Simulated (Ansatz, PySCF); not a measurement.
System: bromo(difluoro)borane, sum formula BBrF₂ (charge 0, singlet). 
Coordinates optimised at B3LYP-D3(BJ)/def2-TZVP (Ansatz, an electronic-structure program):
```
B
F 1 1.3132
F 1 1.3132 2 119.20
Br 1 1.9136 2 120.40 3 -180.00
```

Property: vertical ionisation energy (to the doublet state of charge +1; each state is the SCF solution reached for its spin), in eV. Valence correlation only, unless marked. Open shells are spin-unrestricted. No spin-orbit coupling. Frozen are the shells of the preceding noble gas and the d and f shells that filled before the atom's block. No relativistic terms. Basis-set limits of correlation are two-point, X^-3; Hartree-Fock from the larger set. The bracket is a focal-point correction in the basis named.

| level | program | vertical ionisation energy (eV) | minus last row |
|---|---|---|---|
| HF/aug-cc-pVQZ | Ansatz | 10.88 | -1.08 |
| r2SCAN/def2-TZVPD | Ansatz | 11.76 | -0.20 |
| B3LYP/def2-TZVPD | Ansatz | 11.83 | -0.13 |
| BHLYP/def2-TZVPD | Ansatz | 11.79 | -0.17 |
| MP2/aug-cc-pVTZ | Ansatz | 11.86 | -0.10 |
| SCS-MP2/aug-cc-pVTZ | Ansatz | 11.80 | -0.16 |
| RI-MP2/CBS(aug-cc-pVTZ,aug-cc-pVQZ)+[CCSD(T)-MP2]/aug-cc-pVTZ | Ansatz | 11.96 | 0.00 |

For comparison, minus the highest occupied orbital energy (PySCF): 8.38 eV at TPSSh/def2-TZVPD, 12.20 eV at HF/def2-TZVPD, 8.07 eV at r2SCAN/def2-TZVPD.
